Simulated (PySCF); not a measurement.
# Gas-phase XPS of `C[C@@H]1[C@H](C)CC[C@@H]1F`, computed

Compound: C7H13F.
Z-matrix (Å and degrees, PBE0-D3(BJ)/def2-SVP geometry), rows numbered from 1:
```
C 
C   1  1.5166
C   2  1.5414  1  117.43
C   3  1.5251  2  113.98  1   -48.23
C   3  1.5353  2  101.48  1  -169.34
C   5  1.5402  3  105.39  2    36.27
C   2  1.5285  1  114.53  3  -122.37
F   7  1.3901  2  109.98  1    42.68
H   1  1.1010  2  111.06  3  -175.90
H   1  1.1007  2  111.00  3   -56.03
H   1  1.0988  2  111.18  3    64.55
H   2  1.1063  1  108.62  3   120.41
H   3  1.1032  2  109.86  1    73.66
H   4  1.1004  3  111.53  2    62.92
H   4  1.1010  3  110.39  2  -177.73
H   4  1.0997  3  111.59  2   -57.24
H   5  1.1005  3  112.65  2   159.72
H   5  1.1019  3  109.37  2   -81.77
H   6  1.0998  5  112.10  3  -139.83
H   6  1.0999  5  112.51  3    99.89
H   7  1.1027  2  112.28  1   -75.07
```

Computed with delta-SCF UKS SCAN, pcX-2 on the ionised atom, pcseg-1 elsewhere, spin-free X2C in PySCF. Each binding energy is the total energy of the core-ionised species, with the hole localised on one atom, minus that of the ground state; both are solved self-consistently, so orbital relaxation is included.

Problem. What binding energy does each computed site have?

Solution. 
| atom(s) | bonded to | level | binding energy (eV) | above the level's lowest (eV) | count |
| --- | --- | --- | --- | --- | --- |
| C1 | C and 3 H | C 1s | 290.44 | +0.19 | 1 |
| C2 | 3 C and H | C 1s | 290.45 | +0.20 | 1 |
| C3 | 3 C and H | C 1s | 290.35 | +0.10 | 1 |
| C4 | C and 3 H | C 1s | 290.25 | 0.00 | 1 |
| C5 | 2 C and 2 H | C 1s | 290.38 | +0.13 | 1 |
| C6 | 2 C and 2 H | C 1s | 290.52 | +0.27 | 1 |
| C7 | F, 2 C and H | C 1s | 292.47 | +2.22 | 1 |
| F8 | C | F 1s | 691.76 | 0.00 | 1 |

The listed C 1s values span 2.22 eV, from C4 (bonded to C and 3 H) to C7 (bonded to F, 2 C and H). The widest gap between neighbouring values is 1.95 eV, between 290.52 and 292.47 eV. The values 290.35 and 290.38 eV; the values 290.44 and 290.45 eV lie too close for their order to be trusted.

Problem. What is the C 1s shift of C6 against C5?

Solution. 290.52 − 290.38 = +0.14 eV, or +14 kJ/mol.

Problem. Which photon wavelength matches the C 1s of C1 threshold?

Solution. λ = hc/E = 12398.42 eV Å / 290.44 eV = 42.688 Å.

The structure is a single PBE0-D3(BJ)/def2-SVP conformer in the gas phase; no vibrational or solvent corrections.

The run took 2.7 min on an Arm Neoverse V1 with one thread, no GPU, shared host with 32 logical CPUs at a one-minute load of 10, and the process peaked at 0.63 GiB of memory.
